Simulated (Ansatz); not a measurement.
Consider the substitution at a C–N bond: `C=NCNC` + `[SiH3]S` → `C=NCS[SiH3]` + CH₃NH₂.

Isolated molecules relaxed with PBE0-D4/def2-TZVP in Ansatz; ΔE leaves out vibrations. CCSD(T)/CBS is the MP2 limit (def2-TZVPP, def2-QZVPP) plus CCSD(T) − MP2 in def2-TZVPP, frozen cores. Functionals use def2-TZVPP. B3LYP here is the variant with VWN-RPA as its local correlation; programs differ in this. Each species was taken in one conformer, which may not be the lowest.

**Question.** Is it downhill or uphill in electronic energy at CCSD(T)/CBS, and by how much? (Estimate.)

**Answer.** Ansatz gave: Nearly level: ΔE = 0.0 kJ/mol.

**Question.** What do these levels give: PBE-D4, r2SCAN-D4, B3LYP-D4, B2PLYP, PBE, PBE0, B3LYP, CCSD/def2-TZVPP, CCSD(T)/def2-TZVPP, MP2/def2-QZVPP, HF/CBS(def2), MP2/CBS(def2)? (Best estimate.)

**Answer.** The calculation gave: PBE-D4 -2.4, r2SCAN-D4 1.5, B3LYP-D4 -0.5, B2PLYP 2.6, PBE 0.5, PBE0 2.2, B3LYP 4.4, CCSD/def2-TZVPP 6.0, CCSD(T)/def2-TZVPP 3.9, MP2/def2-QZVPP -3.1, HF/CBS(def2) 11.2, MP2/CBS(def2) -4.7 kJ/mol.

Largest T1 diagnostic among the species: 0.012.

The D4 term adds −5.0 kJ/mol with B3LYP and −2.6 kJ/mol with PBE0; it sums over pairs of atoms, weighted by their polarisabilities, and B3LYP, whose exchange is more repulsive, gets the larger term. In def2-TZVPP, CCSD(T) changes the Hartree–Fock value by −7.4 kJ/mol (the triples alone add −2.2 kJ/mol) and MP2 by −12.1 kJ/mol.
